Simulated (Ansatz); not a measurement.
`[NH2][Zn][CH2]C=O`. Charge 0, multiplicity 1. The structure was optimised at the PBE0-D4/def2-TZVP level. It is one conformer, not always the lowest.

```xyz
10

N     0.259   -1.435    2.200
Zn    0.326   -0.496    0.648
C     0.534    0.409   -1.070
C    -0.736    1.071   -1.407
O    -1.638    0.576   -2.040
H     0.509   -0.973    3.062
H    -0.543   -2.023    2.373
H     1.350    1.128   -0.961
H     0.786   -0.364   -1.799
H    -0.846    2.105   -1.006
```

Problem. What is the dipole moment at B3LYP/def2-TZVPP? (Estimate.)

Solution. Computed: 3.14 D, with components (2.07, 0.63, 2.28) D in this frame, pointing from negative to positive charge.

Problem. And with PBE, r2SCAN, ωB97M-V? (Best estimate.)

Solution. Computed: PBE 3.02 D, r2SCAN 3.13 D, ωB97M-V 3.14 D.

Problem. Give the Mulliken charges with B3LYP, r2SCAN, ωB97M-V in def2-TZVPP. (An estimate is asked.)

Solution. Computed: 
| atom | B3LYP | r2SCAN | ωB97M-V |
| --- | --- | --- | --- |
| N1 | -0.44 | -0.48 | -0.42 |
| Zn2 | 0.34 | 0.34 | 0.40 |
| C3 | -0.20 | -0.18 | -0.30 |
| C4 | 0.09 | 0.16 | 0.09 |
| O5 | -0.30 | -0.34 | -0.32 |
| H6 | 0.13 | 0.15 | 0.11 |
| H7 | 0.13 | 0.15 | 0.11 |
| H8 | 0.10 | 0.08 | 0.12 |
| H9 | 0.11 | 0.10 | 0.14 |
| H10 | 0.05 | 0.02 | 0.07 |

B3LYP here is the variant with VWN-RPA as its local correlation; programs differ in this.
